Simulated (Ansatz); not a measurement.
The cluster In4Sn. Total charge 0; singlet. Geometry r2SCAN-D4/def2-SVP.

```xyz
5

In    1.223   -2.328   -2.127
In   -0.692   -0.840   -0.318
In    1.734    0.650   -0.415
In   -2.348    0.543    1.514
Sn    0.082    1.975    1.346
```

In the def2 sets In, Sn take a core potential; there is no spin–orbit coupling. LC-ωPBE has ω = 0.4 bohr⁻¹. B3LYP takes the VWN-RPA correlation. The restricted singlet is unstable towards broken spin symmetry in Hartree–Fock (as tested in another run); at PBE-D4/def2-TZVP, r2SCAN-D4/def2-TZVP, B3LYP-D4/def2-TZVP, PBE0-D4/def2-TZVP and others this wasn't settled. Another isomer (singlet) lies 0.45 eV lower at PBE0-D4/def2-TZVP; other spin states weren't run for this one.

Question: Estimate the orbital energies around the gap (eV) in Ansatz with PBE-D4/def2-TZVP, r2SCAN-D4/def2-TZVP, B3LYP-D4/def2-TZVP, PBE0-D4/def2-TZVP, LC-ωPBE/def2-TZVP.

Answer: 
```
orbital  PBE-D4/def2-TZVP  r2SCAN-D4/def2-TZVP  B3LYP-D4/def2-TZVP  PBE0-D4/def2-TZVP  LC-ωPBE/def2-TZVP
 HOMO−5             -8.76                -9.06               -9.62              -9.80             -12.50
 HOMO−4             -7.80                -8.02               -8.59              -8.69             -11.13
 HOMO−3             -6.46                -6.63               -7.04              -7.08              -8.93
 HOMO−2             -4.50                -4.69               -4.93              -5.12              -6.85
 HOMO−1             -4.38                -4.54               -4.75              -4.91              -6.57
   HOMO             -4.28                -4.47               -4.72              -4.87              -6.45
   LUMO             -3.41                -3.46               -3.05              -2.96              -1.56
 LUMO+1             -3.14                -3.12               -2.77              -2.64              -1.08
 LUMO+2             -2.83                -2.82               -2.47              -2.36              -0.91
 LUMO+3             -2.39                -2.34               -1.97              -1.83              -0.24
 LUMO+4             -1.71                -1.59               -1.26              -1.07               0.57
 LUMO+5             -1.46                -1.28               -1.08              -0.91               0.72
```
